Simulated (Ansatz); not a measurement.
## Nudged elastic band run: CH6ClNOSi

Input file:

```yaml
crystal:
  periodic: [false, false, false]
  atoms:
    - { symbol: "N", position_ang: [-1.385101, -0.229359, -0.50293] }
    - { symbol: Si, position_ang: [0.305379, -0.084415, -0.917471] }
    - { symbol: C, position_ang: [1.010996, 0.190161, 0.832961] }
    - { symbol: O, position_ang: [0.416962, -0.667021, 1.707046] }
    - { symbol: Cl, position_ang: [0.563474, 1.970762, 1.195209] }
    - { symbol: H, position_ang: [-1.876405, 0.625951, -0.255647] }
    - { symbol: H, position_ang: [-1.981531, -0.830447, -1.061867] }
    - { symbol: H, position_ang: [0.711688, -1.410513, -1.472755] }
    - { symbol: H, position_ang: [0.695773, 1.006236, -1.856885] }
    - { symbol: H, position_ang: [2.099995, 0.164769, 0.970882] }
    - { symbol: H, position_ang: [-0.49593, -0.793026, 1.382158] }
basis:
  gaussian: { orbitals: def2-SVP }
hamiltonian:
  xc: pbe0
neb:
  order_check: false
  images: 7
  f_tol: 0.03
  max_iterations: 60
  final_atoms:
    - { symbol: "N", position_ang: [-1.38429833, -0.23092462, -0.50193262] }
    - { symbol: Si, position_ang: [0.30584666, -0.08304988, -0.91748195] }
    - { symbol: C, position_ang: [1.01145342, 0.19076173, 0.83349049] }
    - { symbol: O, position_ang: [0.4148008, -0.66594429, 1.70634759] }
    - { symbol: Cl, position_ang: [0.56732577, 1.97171027, 1.19579434] }
    - { symbol: H, position_ang: [-1.97721883, -0.83621203, -1.0601028] }
    - { symbol: H, position_ang: [-1.88085366, 0.62218797, -0.25751063] }
    - { symbol: H, position_ang: [0.71103059, -1.40903132, -1.47413898] }
    - { symbol: H, position_ang: [0.69565991, 1.0082337, -1.85603474] }
    - { symbol: H, position_ang: [2.10009813, 0.16287977, 0.97172523] }
    - { symbol: H, position_ang: [-0.49854446, -0.78751329, 1.38054507] }
  initial_path:
    images:
      - { positions_ang: [[-1.385101, -0.229359, -0.50293], [0.305379, -0.084415, -0.917471], [1.010996, 0.190161, 0.832961], [0.416962, -0.667021, 1.707046], [0.563474, 1.970762, 1.195209], [-1.876405, 0.625951, -0.255647], [-1.981531, -0.830447, -1.061867], [0.711688, -1.410513, -1.472755], [0.695773, 1.006236, -1.856885], [2.099995, 0.164769, 0.970882], [-0.49593, -0.793026, 1.382158]] }
      - { positions_ang: [[-1.4021299, -0.17547538, -0.61699085], [0.2808955, -0.04747711, -0.92492915], [0.98183583, 0.16964304, 0.81930509], [0.41229756, -0.68719206, 1.72118614], [0.61328972, 1.91705353, 1.25133093], [-1.84993891, 0.25817576, -0.5717189], [-1.94305353, -0.64983449, -0.81109146], [0.69426061, -1.34721207, -1.51941903], [0.67963195, 1.06321195, -1.82748079], [2.07384451, 0.0935338, 0.92438586], [-0.47563333, -0.65132896, 1.57612316]] }
      - { positions_ang: [[-1.4191588, -0.12159176, -0.7310517], [0.25641199, -0.01053922, -0.93238729], [0.95267565, 0.14912507, 0.80564919], [0.40763312, -0.70736313, 1.73532627], [0.66310543, 1.86334506, 1.30745286], [-1.82347282, -0.10959948, -0.8877908], [-1.90457605, -0.46922199, -0.56031592], [0.67683323, -1.28391115, -1.56608307], [0.66349089, 1.1201879, -1.79807658], [2.04769401, 0.0222986, 0.87788972], [-0.45533665, -0.50963191, 1.77008832]] }
      - { positions_ang: [[-1.4361877, -0.06770814, -0.84511255], [0.23192849, 0.02639868, -0.93984544], [0.92351548, 0.12860711, 0.79199328], [0.40296869, -0.72753419, 1.74946641], [0.71292115, 1.80963658, 1.36357479], [-1.79700673, -0.47737472, -1.20386271], [-1.86609858, -0.28860948, -0.30954037], [0.65940584, -1.22061022, -1.6127471], [0.64734984, 1.17716386, -1.76867237], [2.02154352, -0.04893659, 0.83139358], [-0.43503998, -0.36793487, 1.96405348]] }
      - { positions_ang: [[-1.45321661, -0.01382452, -0.95917341], [0.20744498, 0.06333657, -0.94730359], [0.8943553, 0.10808914, 0.77833737], [0.39830425, -0.74770525, 1.76360655], [0.76273686, 1.75592811, 1.41969672], [-1.77054064, -0.84514996, -1.51993461], [-1.82762111, -0.10799698, -0.05876483], [0.64197846, -1.1573093, -1.65941113], [0.63120878, 1.23413981, -1.73926816], [1.99539302, -0.12017179, 0.78489744], [-0.4147433, -0.22623783, 2.15801864]] }
      - { positions_ang: [[-1.43598704, -0.06809955, -0.84486321], [0.2320454, 0.02673995, -0.93984818], [0.92362983, 0.12875729, 0.79212565], [0.40242839, -0.72726501, 1.74929181], [0.71388409, 1.80987365, 1.36372113], [-1.82221019, -0.84291548, -1.40497666], [-1.84092925, 0.07454926, -0.10845128], [0.65924149, -1.2202398, -1.61309309], [0.64732156, 1.17766328, -1.76845981], [2.0215693, -0.0494089, 0.83160439], [-0.43569359, -0.36655669, 1.96365025]] }
      - { positions_ang: [[-1.41875747, -0.12237457, -0.73055301], [0.25664582, -0.00985666, -0.93239277], [0.95290436, 0.14942544, 0.80591393], [0.40655252, -0.70682477, 1.73497707], [0.66503132, 1.86381919, 1.30774553], [-1.87387973, -0.840681, -1.2900187], [-1.85423738, 0.2570955, -0.15813773], [0.67650452, -1.28317031, -1.56677505], [0.66343434, 1.12118675, -1.79765145], [2.04774557, 0.02135399, 0.87831133], [-0.45664388, -0.50687556, 1.76928186]] }
      - { positions_ang: [[-1.4015279, -0.1766496, -0.61624282], [0.28124624, -0.04645327, -0.92493736], [0.98217889, 0.17009359, 0.81970221], [0.41067666, -0.68638453, 1.72066233], [0.61617854, 1.91776473, 1.25176993], [-1.92554928, -0.83844652, -1.17506075], [-1.86754552, 0.43964173, -0.20782418], [0.69376756, -1.34610081, -1.52045702], [0.67954713, 1.06471022, -1.8268431], [2.07392185, 0.09211688, 0.92501828], [-0.47759417, -0.64719443, 1.57491346]] }
      - { positions_ang: [[-1.38429833, -0.23092462, -0.50193262], [0.30584666, -0.08304988, -0.91748195], [1.01145342, 0.19076173, 0.83349049], [0.4148008, -0.66594429, 1.70634759], [0.56732577, 1.97171027, 1.19579434], [-1.97721883, -0.83621203, -1.0601028], [-1.88085366, 0.62218797, -0.25751063], [0.71103059, -1.40903132, -1.47413898], [0.69565991, 1.0082337, -1.85603474], [2.10009813, 0.16287977, 0.97172523], [-0.49854446, -0.78751329, 1.38054507]] }
```

Launched with:

```bash
$ ansatz run input.yaml --threads 2 --pin off --max-ram 3072MiB --backend cpu --events-out ev --progress --plain --runs-dir out
```

Output, in part (warnings, iteration lines, the closing report on the highest movable image, with atoms numbered from 0):

```
NEB end point (image 0): max|allowed force component| = 8.081e-3 eV/Å (the criterion of neb.relax_end_points is 1.000e-2)
NEB end point (image 8): max|allowed force component| = 1.208e-2 eV/Å (the criterion of neb.relax_end_points is 1.000e-2)
NEB iter   1: max|band force component| = 2.947e2 eV/Å  barrier→ = 53.4224 eV  barrier← = 53.4224 eV  Δτ_max = 0.2000 Å  (236 SCF iters)
NEB iter   2: max|band force component| = 5.215e1 eV/Å  barrier→ = 11.8182 eV  barrier← = 11.8181 eV  Δτ_max = 0.2000 Å  (209 SCF iters)
NEB iter   3: max|band force component| = 3.283e1 eV/Å  barrier→ = 7.4521 eV  barrier← = 7.4521 eV  Δτ_max = 0.2000 Å  (201 SCF iters)
NEB iter   4: max|band force component| = 1.241e1 eV/Å  barrier→ = 3.1280 eV  barrier← = 3.1280 eV  Δτ_max = 0.1984 Å  (197 SCF iters)
NEB iter   5: max|band force component| = 5.090e0 eV/Å  barrier→ = 1.2999 eV  barrier← = 1.2998 eV  Δτ_max = 0.1999 Å  (199 SCF iters)
NEB iter   6: max|band force component| = 3.180e0 eV/Å  barrier→ = 0.5421 eV  barrier← = 0.5421 eV  Δτ_max = 0.1986 Å  (191 SCF iters)
NEB iter   7: max|band force component| = 5.379e0 eV/Å  barrier→ = 0.8351 eV  barrier← = 0.8351 eV  Δτ_max = 0.1005 Å  (197 SCF iters)
NEB iter   8: max|band force component| = 2.298e0 eV/Å  barrier→ = 0.3062 eV  barrier← = 0.3062 eV  Δτ_max = 0.1983 Å  (194 SCF iters)
NEB iter   9: max|band force component| = 1.158e0 eV/Å  barrier→ = 0.4718 eV  barrier← = 0.4718 eV  Δτ_max = 0.2000 Å  (195 SCF iters)
NEB iter  10: max|band force component| = 6.828e-1 eV/Å  barrier→ = 0.2973 eV  barrier← = 0.2973 eV  Δτ_max = 0.2000 Å  (189 SCF iters)
NEB iter  11: max|band force component| = 4.943e-1 eV/Å  barrier→ = 0.2971 eV  barrier← = 0.2971 eV  CI = image 6  Δτ_max = 0.2000 Å  (193 SCF iters)
NEB iter  12: max|band force component| = 6.802e-1 eV/Å  barrier→ = 0.3141 eV  barrier← = 0.3141 eV  CI = image 6  Δτ_max = 0.0993 Å  (196 SCF iters)
NEB iter  13: max|band force component| = 4.785e-1 eV/Å  barrier→ = 0.3148 eV  barrier← = 0.3147 eV  CI = image 6  Δτ_max = 0.1984 Å  (199 SCF iters)
NEB iter  14: max|band force component| = 1.023e0 eV/Å  barrier→ = 0.3118 eV  barrier← = 0.3118 eV  CI = image 6  Δτ_max = 0.1978 Å  (197 SCF iters)
NEB iter  15: max|band force component| = 7.405e-1 eV/Å  barrier→ = 0.3091 eV  barrier← = 0.3091 eV  CI = image 6  Δτ_max = 0.2000 Å  (199 SCF iters)
NEB iter  16: max|band force component| = 1.245e0 eV/Å  barrier→ = 0.3082 eV  barrier← = 0.3082 eV  CI = image 6  Δτ_max = 0.1803 Å  (191 SCF iters)
NEB iter  17: max|band force component| = 8.163e-1 eV/Å  barrier→ = 0.3078 eV  barrier← = 0.3078 eV  CI = image 6  Δτ_max = 0.1968 Å  (192 SCF iters)
NEB iter  18: max|band force component| = 1.033e0 eV/Å  barrier→ = 0.3077 eV  barrier← = 0.3076 eV  CI = image 6  Δτ_max = 0.0682 Å  (193 SCF iters)
NEB iter  19: max|band force component| = 4.959e-1 eV/Å  barrier→ = 0.3076 eV  barrier← = 0.3076 eV  CI = image 6  Δτ_max = 0.0475 Å  (187 SCF iters)
NEB iter  20: max|band force component| = 1.181e-1 eV/Å  barrier→ = 0.3076 eV  barrier← = 0.3076 eV  CI = image 6  Δτ_max = 0.0242 Å  (179 SCF iters)
NEB iter  21: max|band force component| = 5.331e-2 eV/Å  barrier→ = 0.3076 eV  barrier← = 0.3076 eV  CI = image 6  Δτ_max = 0.0135 Å  (161 SCF iters)
NEB iter  22: max|band force component| = 3.251e-2 eV/Å  barrier→ = 0.3076 eV  barrier← = 0.3076 eV  CI = image 6  Δτ_max = 0.0114 Å  (154 SCF iters)
NEB iter  23: max|band force component| = 2.425e-2 eV/Å  barrier→ = 0.3076 eV  barrier← = 0.3076 eV  CI = image 6  Δτ_max = 0.0000 Å  (334 SCF iters)
Total energy: -25049.82407140 eV, -920.5640552433 hartree
Atom 0 at    -1.506842    -0.173045    -0.904936 Å, force     0.002256    -0.000024    -0.000492 eV/Å
Atom 1 at     0.222954    -0.244553    -0.898414 Å, force    -0.000373     0.000071    -0.000189 eV/Å
Atom 2 at     0.933233     0.247868     0.816270 Å, force    -0.000768    -0.000266     0.000125 eV/Å
Atom 3 at     0.788644    -0.667116     1.832374 Å, force     0.000101     0.000109     0.000201 eV/Å
Atom 4 at     0.186372     1.874154     1.251568 Å, force     0.000115     0.000140     0.000173 eV/Å
Atom 5 at    -1.947073     0.423253    -1.596575 Å, force    -0.000864    -0.000019     0.000073 eV/Å
Atom 6 at    -2.003284    -0.085781    -0.024667 Å, force    -0.000387     0.000219     0.000367 eV/Å
Atom 7 at     0.742126    -1.625858    -1.149605 Å, force    -0.000228    -0.000133    -0.000018 eV/Å
Atom 8 at     0.772925     0.674561    -1.937819 Å, force     0.000089    -0.000028    -0.000183 eV/Å
Atom 9 at     2.009577     0.462562     0.738042 Å, force    -0.000102     0.000071    -0.000131 eV/Å
Atom 10 at    -0.133332    -0.942947     1.894464 Å, force     0.000160    -0.000141     0.000073 eV/Å
Dipole moment:    -0.293266    -0.094613    -0.163694 e Å
```

It converged. A vibrational analysis at the climbing image gives one clearly imaginary mode, 299i cm⁻¹: a first-order saddle point.

Final band (atoms are numbered from 1 in the order of the input):

```
image  path coordinate (Å)  energy (kcal/mol)  dihedral H6–N1–Si2–C3 (°)
    0                 0.00                0.0                         75
    1                 0.43                0.7                         79
    2                 0.86                2.5                         81
    3                 1.29                3.8                         74
    4                 1.72                5.1                         87
    5                 2.15                6.4                        105
    6                 2.58                7.1                        123
    7                 3.67                2.7                        174
    8                 4.75                0.0                       -148
```

The run took 8 min on 2 threads of Arm Neoverse V1, with other jobs on the host, peak memory 0.26 GiB.
